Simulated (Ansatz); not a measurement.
Born–Oppenheimer molecular dynamics of Cl4FHOW (8 atoms, charge 0, multiplicity 1). It starts from a relaxed structure.

These are results of RKS PBE/def2-SVP (Ansatz), not measurements.

```
ensemble                      : NVE (velocity Verlet)
time step                     : 0.5 fs
steps asked                   : 250
starting velocities drawn for : 2000 K
seed                          : 337110
```

Frames 1 fs apart, positions in Å, forces in eV/Å.

Velocities at 90 fs (Å/ps):

```
W 3.35 1.92 -0.12
Cl -5.76 -2.27 -4.52
Cl 1.78 -6.37 -0.66
Cl -5.47 -3.04 -3.39
O -9.09 -0.39 8.50
H -2.77 2.38 41.51
F -1.63 1.70 -0.56
Cl -2.87 0.90 4.49
```

```xyz
8
Properties=species:S:1:pos:R:3:forces:R:3 time_fs=90 energy_less_start_eV=0.848 T=907
W -0.014 -0.003 -0.020 2.55 2.14 -1.09
Cl 0.295 0.283 2.408 0.02 -0.33 -0.70
Cl 2.205 -0.296 -0.003 1.72 -0.15 1.06
Cl -0.313 2.270 -0.177 0.20 0.76 0.01
O -1.709 -0.059 0.527 -3.25 -0.47 1.53
H -2.016 -0.146 1.460 -0.21 0.04 -0.23
F -0.209 -1.793 -0.356 -0.17 -1.69 -0.41
Cl 0.453 0.252 -2.318 -0.86 -0.30 -0.18
8
Properties=species:S:1:pos:R:3:forces:R:3 time_fs=91 energy_less_start_eV=0.813 T=953
W -0.011 -0.001 -0.020 1.84 1.97 -0.83
Cl 0.289 0.281 2.404 0.08 -0.32 -0.63
Cl 2.207 -0.303 -0.004 1.70 -0.13 1.06
Cl -0.318 2.267 -0.181 0.20 0.82 0.02
O -1.719 -0.060 0.536 -2.97 -0.53 2.27
H -2.019 -0.143 1.499 0.17 0.13 -1.24
F -0.210 -1.792 -0.357 -0.17 -1.64 -0.40
Cl 0.450 0.253 -2.313 -0.83 -0.30 -0.24
8
Properties=species:S:1:pos:R:3:forces:R:3 time_fs=92 energy_less_start_eV=0.782 T=993
W -0.007 0.001 -0.020 1.13 1.77 -0.56
Cl 0.283 0.278 2.399 0.14 -0.30 -0.57
Cl 2.210 -0.309 -0.004 1.66 -0.11 1.06
Cl -0.324 2.264 -0.184 0.20 0.87 0.03
O -1.731 -0.061 0.547 -2.48 -0.53 2.44
H -2.021 -0.139 1.527 0.33 0.15 -1.70
F -0.212 -1.791 -0.358 -0.17 -1.55 -0.38
Cl 0.447 0.253 -2.309 -0.80 -0.30 -0.31
8
Properties=species:S:1:pos:R:3:forces:R:3 time_fs=93 energy_less_start_eV=0.731 T=1059
W -0.004 0.004 -0.020 0.46 1.54 -0.29
Cl 0.278 0.276 2.394 0.21 -0.28 -0.52
Cl 2.213 -0.316 -0.004 1.60 -0.09 1.04
Cl -0.329 2.262 -0.188 0.19 0.90 0.04
O -1.744 -0.062 0.559 -1.80 -0.49 2.03
H -2.020 -0.134 1.538 0.28 0.12 -1.57
F -0.214 -1.792 -0.359 -0.18 -1.42 -0.36
Cl 0.443 0.254 -2.305 -0.76 -0.30 -0.38
8
Properties=species:S:1:pos:R:3:forces:R:3 time_fs=94 energy_less_start_eV=0.674 T=1132
W 0.000 0.006 -0.021 -0.15 1.30 -0.02
Cl 0.272 0.273 2.389 0.28 -0.25 -0.48
Cl 2.216 -0.322 -0.004 1.54 -0.07 1.02
Cl -0.334 2.260 -0.191 0.18 0.93 0.06
O -1.758 -0.064 0.572 -1.00 -0.40 1.03
H -2.016 -0.128 1.535 0.07 0.06 -0.84
F -0.216 -1.792 -0.360 -0.18 -1.25 -0.33
Cl 0.440 0.255 -2.301 -0.73 -0.30 -0.44
8
Properties=species:S:1:pos:R:3:forces:R:3 time_fs=95 energy_less_start_eV=0.649 T=1164
W 0.004 0.008 -0.021 -0.71 1.03 0.23
Cl 0.266 0.271 2.384 0.34 -0.23 -0.44
Cl 2.220 -0.328 -0.003 1.46 -0.05 1.00
Cl -0.340 2.258 -0.194 0.18 0.94 0.08
O -1.773 -0.065 0.585 -0.13 -0.29 -0.48
H -2.012 -0.121 1.524 -0.27 -0.03 0.40
F -0.218 -1.794 -0.361 -0.18 -1.07 -0.29
Cl 0.436 0.255 -2.296 -0.69 -0.30 -0.50
8
Properties=species:S:1:pos:R:3:forces:R:3 time_fs=96 energy_less_start_eV=0.670 T=1138
W 0.007 0.011 -0.021 -1.20 0.75 0.46
Cl 0.261 0.268 2.378 0.40 -0.21 -0.40
Cl 2.224 -0.335 -0.002 1.38 -0.03 0.97
Cl -0.345 2.256 -0.198 0.17 0.96 0.10
O -1.788 -0.067 0.599 0.64 -0.21 -1.98
H -2.010 -0.114 1.517 -0.56 -0.10 1.67
F -0.220 -1.796 -0.363 -0.18 -0.87 -0.25
Cl 0.432 0.256 -2.292 -0.65 -0.30 -0.56
8
Properties=species:S:1:pos:R:3:forces:R:3 time_fs=97 energy_less_start_eV=0.688 T=1114
W 0.011 0.013 -0.021 -1.64 0.46 0.66
Cl 0.256 0.265 2.373 0.46 -0.18 -0.35
Cl 2.229 -0.342 -0.001 1.29 0.00 0.95
Cl -0.350 2.255 -0.201 0.16 0.98 0.12
O -1.803 -0.069 0.611 1.11 -0.18 -2.59
H -2.013 -0.108 1.526 -0.61 -0.10 2.04
F -0.222 -1.799 -0.364 -0.17 -0.67 -0.21
Cl 0.428 0.256 -2.289 -0.61 -0.30 -0.62
8
Properties=species:S:1:pos:R:3:forces:R:3 time_fs=98 energy_less_start_eV=0.679 T=1125
W 0.014 0.015 -0.021 -2.03 0.17 0.83
Cl 0.250 0.262 2.367 0.52 -0.16 -0.28
Cl 2.233 -0.348 0.001 1.20 0.03 0.92
Cl -0.355 2.253 -0.204 0.16 0.99 0.14
O -1.817 -0.071 0.621 1.23 -0.20 -1.95
H -2.022 -0.103 1.553 -0.35 -0.06 1.19
F -0.224 -1.802 -0.366 -0.15 -0.47 -0.17
Cl 0.423 0.256 -2.285 -0.57 -0.30 -0.68
8
Properties=species:S:1:pos:R:3:forces:R:3 time_fs=99 energy_less_start_eV=0.689 T=1112
W 0.017 0.018 -0.021 -2.37 -0.12 0.97
Cl 0.245 0.260 2.362 0.58 -0.14 -0.20
Cl 2.239 -0.354 0.002 1.11 0.06 0.90
Cl -0.360 2.252 -0.207 0.15 1.01 0.15
O -1.831 -0.073 0.631 1.19 -0.22 -0.75
H -2.035 -0.099 1.591 0.00 -0.01 -0.20
F -0.227 -1.805 -0.368 -0.13 -0.27 -0.13
Cl 0.419 0.257 -2.282 -0.53 -0.31 -0.74
8
Properties=species:S:1:pos:R:3:forces:R:3 time_fs=100 energy_less_start_eV=0.740 T=1047
W 0.021 0.020 -0.022 -2.66 -0.41 1.08
Cl 0.240 0.257 2.356 0.64 -0.12 -0.12
Cl 2.244 -0.361 0.004 1.00 0.08 0.87
Cl -0.365 2.252 -0.211 0.15 1.02 0.17
O -1.843 -0.076 0.640 1.18 -0.21 0.19
H -2.047 -0.095 1.628 0.28 0.01 -1.31
F -0.229 -1.809 -0.370 -0.11 -0.07 -0.08
Cl 0.414 0.257 -2.278 -0.49 -0.31 -0.80
8
Properties=species:S:1:pos:R:3:forces:R:3 time_fs=101 energy_less_start_eV=0.800 T=971
W 0.024 0.023 -0.022 -2.88 -0.67 1.18
Cl 0.235 0.254 2.350 0.69 -0.09 -0.05
Cl 2.250 -0.367 0.006 0.90 0.11 0.85
Cl -0.370 2.251 -0.214 0.15 1.03 0.19
O -1.855 -0.078 0.649 1.27 -0.19 0.56
H -2.057 -0.090 1.652 0.41 0.01 -1.83
F -0.232 -1.812 -0.372 -0.09 0.12 -0.04
Cl 0.409 0.257 -2.275 -0.45 -0.31 -0.85
```

Of the whole run (125 fs, mean temperature of the second half 814 K): The conserved energy stayed within 0.24 meV per atom of its start (net change 0.099 meV per atom), so the integration is sound. A run of 0.12 ps of so small a system gives no equilibrium averages.

The run took 10 min on 4 threads of Arm Neoverse V1, on a shared host, peak memory 0.22 GiB.
